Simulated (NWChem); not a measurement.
System: CH₄Te; SMILES C[TeH]

The following NWChem deck was run.

```
start job
memory heap 200 mb stack 900 mb global 1100 mb
geometry units angstroms noautoz
  Te    -0.034366     0.334104     0.001152
  H      1.644232     0.438103    -0.001856
  C     -0.011666    -1.845218     0.000292
  H      0.493936    -2.218680     0.907882
  H      0.482362    -2.218463    -0.913733
  H     -1.070561    -2.163490     0.007119
end
basis spherical
  * library def2-svp
end
ecp
  Te library def2-ecp
end
dft
  xc xwpbe 1.00 cpbe96 1.0 hfexch 1.00
  cam 0.25 cam_alpha 0.0 cam_beta 1.0
  iterations 150
  vectors input atomic output neutral.movecs
end
task dft energy
charge 1
dft
  odft
  mult 2
  vectors input atomic output cation.movecs
end
task dft energy
```

NWChem printed, in part:

```
             Northwest Computational Chemistry Package (NWChem) 7.3.0
             --------------------------------------------------------

 C1  symmetry detected

                             Geometry "geometry" -> ""
                             -------------------------

 Output coordinates in angstroms (scale by  1.889725989 to convert to a.u.)

  No.       Tag          Charge          X              Y              Z
 ---- ---------------- ---------- -------------- -------------- --------------
    1 Te                  52.0000    -0.02919518     0.33187219    -0.00000612
    2 H                    1.0000     1.64947363     0.43476592    -0.00003285
    3 C                    6.0000    -0.00792861    -1.84746444    -0.00003557
    4 H                    1.0000     0.49579448    -2.22092895     0.90859756
    5 H                    1.0000     0.48749638    -2.22136660    -0.91303526
    6 H                    1.0000    -1.06704350    -2.16503735     0.00500234

 Effective nuclear repulsion energy (a.u.)     133.3461184128

 Summary of "ao basis" -> "ao basis" (spherical)
 ------------------------------------------------------------------------------
       Tag                 Description            Shells   Functions and Types
 ---------------- ------------------------------  ------  ---------------------
 Te                         def2-svp                10       26   4s4p2d
 H                          def2-svp                 3        5   2s1p
 C                          def2-svp                 6       14   3s2p1d

            General Information
            -------------------
          SCF calculation type: DFT
          Wavefunction type:  closed shell.
          No. of atoms     :     6
          No. of electrons :    34
           Alpha electrons :    17
            Beta electrons :    17
          Charge           :     0
          Spin multiplicity:     1
          Use of symmetry is: off; symmetry adaption is: off
          Maximum number of iterations: 150
          AO basis - number of functions:    60
                     number of shells:    28
          Convergence on energy requested:  1.00D-06
          Convergence on density requested:  1.00D-05
          Convergence on gradient requested:  5.00D-04

              XC Information
              --------------
                     Hartree-Fock (Exact) Exchange  1.000
                     LC-wPBE(h)Exchange Functional  1.000
            Perdew 1991 LDA Correlation Functional  1.000 local
           PerdewBurkeErnz. Correlation Functional  1.000 non-local

           Range-Separation Parameters
           ---------------------------
           Alpha           :  0.00
           Beta            :  1.00
           Gamma           :  0.25
           Short-Range HF  :     F

             Grid Information
             ----------------
          Grid used for XC integration:  medium
          Radial quadrature: Mura-Knowles
          Angular quadrature: Lebedev.
          Tag              B.-S. Rad. Rad. Pts. Rad. Cut. Ang. Pts.
          ---              ---------- --------- --------- ---------
          Te                  1.40      123           9.0       590
          H                   0.35       45          10.0       434
          C                   0.70       49           8.0       434
          Grid pruning is: on
          Number of quadrature shells:   352
          Spatial weights used:  Erf1

      Superposition of Atomic Density Guess
      -------------------------------------

 Sum of atomic energies:        -350.84564497

      Non-variational initial energy
      ------------------------------

 Total energy =    -307.231080
 1-e energy   =    -653.128832
 2-e energy   =     278.368516
 HOMO         =      -0.238315
 LUMO         =       0.002588

   convergence    iter        energy       DeltaE   RMS-Dens  Diis-err
 ---------------- ----- ----------------- --------- --------- ---------
 d= 0,ls=0.0,diis     1   -308.4393652495 -3.76D+02  6.85D-03  1.46D-01
 d= 0,ls=0.0,diis     2   -308.4570249821 -1.77D-02  2.34D-03  1.70D-02
 d= 0,ls=0.0,diis     3   -308.4585882655 -1.56D-03  9.08D-04  6.30D-03
 d= 0,ls=0.0,diis     4   -308.4594667136 -8.78D-04  2.13D-04  1.63D-04
 d= 0,ls=0.0,diis     5   -308.4594932907 -2.66D-05  7.57D-05  7.99D-06
  Resetting Diis
 d= 0,ls=0.0,diis     6   -308.4594952435 -1.95D-06  2.09D-05  3.42D-07
 d= 0,ls=0.0,diis     7   -308.4594953446 -1.01D-07  6.56D-06  3.94D-08

         Total DFT energy =     -308.459495344603
      One electron energy =     -655.173698946452
           Coulomb energy =      306.783314954635
    Exchange-Corr. energy =      -27.598347948174
 Nuclear repulsion energy =       67.529236595388

 Numeric. integr. density =       34.000014723062

                       DFT Final Molecular Orbital Analysis
                       ------------------------------------

 Vector   15  Occ=2.000000D+00  E=-4.285924D-01
              MO Center=  3.9D-01, -3.8D-01,  3.3D-04, r^2= 3.0D+00
   Bfn.  Coefficient  Atom+Function         Bfn.  Coefficient  Atom+Function
  ----- ------------  ---------------      ----- ------------  ---------------
    11      0.323395  1 Te px                27      0.323978  2 H  s
    36     -0.254665  3 C  py                12      0.234062  1 Te py
    56      0.195847  6 H  s                 28      0.185160  2 H  s
    14      0.166941  1 Te px                35     -0.154219  3 C  px
    39     -0.140465  3 C  py                 8     -0.129076  1 Te px

 Vector   16  Occ=2.000000D+00  E=-3.841179D-01
              MO Center= -2.2D-02, -1.1D-01,  9.6D-05, r^2= 3.0D+00
   Bfn.  Coefficient  Atom+Function         Bfn.  Coefficient  Atom+Function
  ----- ------------  ---------------      ----- ------------  ---------------
    12      0.374144  1 Te py                36     -0.308411  3 C  py
     3      0.285812  1 Te s                 11     -0.270320  1 Te px
     4      0.251962  1 Te s                 15      0.222017  1 Te py
    39     -0.190381  3 C  py                27     -0.176649  2 H  s
    14     -0.170200  1 Te px                 9     -0.148748  1 Te py

 Vector   17  Occ=2.000000D+00  E=-2.880256D-01
              MO Center=  3.7D-03,  2.6D-01, -1.1D-04, r^2= 2.5D+00
   Bfn.  Coefficient  Atom+Function         Bfn.  Coefficient  Atom+Function
  ----- ------------  ---------------      ----- ------------  ---------------
    13      0.592180  1 Te pz                16      0.563090  1 Te pz
    10     -0.233324  1 Te pz                 7     -0.181784  1 Te pz
    46     -0.089837  4 H  s                 51      0.090283  5 H  s
    37     -0.086367  3 C  pz                52      0.072135  5 H  s
    47     -0.071724  4 H  s                 40     -0.025426  3 C  pz

 Vector   18  Occ=0.000000D+00  E= 4.610795D-02
              MO Center=  3.1D-02,  1.4D-02,  2.7D-04, r^2= 4.1D+00
   Bfn.  Coefficient  Atom+Function         Bfn.  Coefficient  Atom+Function
  ----- ------------  ---------------      ----- ------------  ---------------
    34      0.951906  3 C  s                 15      0.736005  1 Te py
    28     -0.607367  2 H  s                 14      0.570117  1 Te px
    39      0.336680  3 C  py                12      0.299440  1 Te py
    47     -0.250906  4 H  s                 52     -0.249445  5 H  s
    36      0.247572  3 C  py                11      0.233899  1 Te px

 Vector   19  Occ=0.000000D+00  E= 8.707072D-02
              MO Center=  4.9D-01,  1.1D-01, -3.3D-04, r^2= 4.1D+00
   Bfn.  Coefficient  Atom+Function         Bfn.  Coefficient  Atom+Function
  ----- ------------  ---------------      ----- ------------  ---------------
    28      1.091183  2 H  s                 14     -0.850007  1 Te px
     4     -0.808014  1 Te s                 34      0.661605  3 C  s
    15      0.611586  1 Te py                39      0.462064  3 C  py
     3     -0.425418  1 Te s                 11     -0.288516  1 Te px
    36      0.236055  3 C  py                27      0.226978  2 H  s

 Vector   20  Occ=0.000000D+00  E= 1.577417D-01
              MO Center= -7.8D-02, -2.1D+00, -1.8D-04, r^2= 4.8D+00
   Bfn.  Coefficient  Atom+Function         Bfn.  Coefficient  Atom+Function
  ----- ------------  ---------------      ----- ------------  ---------------
    34      2.406478  3 C  s                 57     -1.268657  6 H  s
    47     -1.141981  4 H  s                 52     -1.143325  5 H  s
    39     -0.595437  3 C  py                 3      0.407069  1 Te s
     4     -0.312667  1 Te s                 36     -0.256493  3 C  py
    15     -0.155014  1 Te py                14     -0.142606  1 Te px

     Multipole analysis of the density
     ---------------------------------

     L   x y z        total         alpha         beta         nuclear
     -   - - -        -----         -----         ----         -------
     0   0 0 0     -0.000000    -17.000000    -17.000000     34.000000

     1   1 0 0      0.070143     -0.737321     -0.737321      1.544785
     1   0 1 0     -0.391964      8.584083      8.584083    -17.560130
     1   0 0 1      0.000106     -0.000109     -0.000109      0.000324

     2   2 0 0    -24.151105    -19.866979    -19.866979     15.582853
     2   1 1 0      0.483795     -1.005548     -1.005548      2.494891
     2   1 0 1     -0.000003      0.000016      0.000016     -0.000034
     2   0 2 0    -23.640541    -79.430324    -79.430324    135.220107
     2   0 1 1     -0.000381      0.000244      0.000244     -0.000870
     2   0 0 2    -27.490130    -16.707634    -16.707634      5.925138

                                 NWChem DFT Module
                                 -----------------

[...]
```

Level: LC-wPBE (HJS exchange hole, range parameter 0.25 per bohr)/def2-SVP with def2 effective core potentials on Te, vertical spin-unrestricted ions. Coordinates come from a PBE-D3(BJ)/def2-SVP optimisation. def2 effective core potentials on Te; no spin-orbit coupling.
